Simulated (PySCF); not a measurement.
Mo(OH)2 (H₂MoO₂), SMILES [OH][Mo][OH] (connectivity only; charge and spin as stated), neutral, multiplicity 3. Geometry: B3LYP-D3(BJ)/def2-TZVP. The spin state was assumed, not searched. The def2 effective core potentials stand for the cores of Mo; spin–orbit coupling is left out. The values are those of a single conformer.

All values below come from B3LYP-D3(BJ)/def2-TZVP in PySCF.

Harmonic wavenumbers (cm⁻¹): 81, 482, 511, 540, 555, 748, 774, 3871, 3876. Rotational constants (GHz): 195.4, 4.238, 4.148; symmetry number 2.

Task: Work out the zero-point energy and the ideal-gas rigid-rotor harmonic-oscillator thermochemistry at 298.15 K and 1 atm.

Result: ZPE = ½ Σ hcν = ½ × 11438 cm⁻¹ = 68.42 kJ/mol. H − E(el) = 83.03 kJ/mol. Entropy in J/(mol K): translation 169.45, rotation 86.55, vibration 28.37, spin 9.13, total 293.50. G − E(el) = -4.48 kJ/mol. Cp = 67.58 J/(mol K). Modes under 150 cm⁻¹ make the vibrational entropy uncertain.
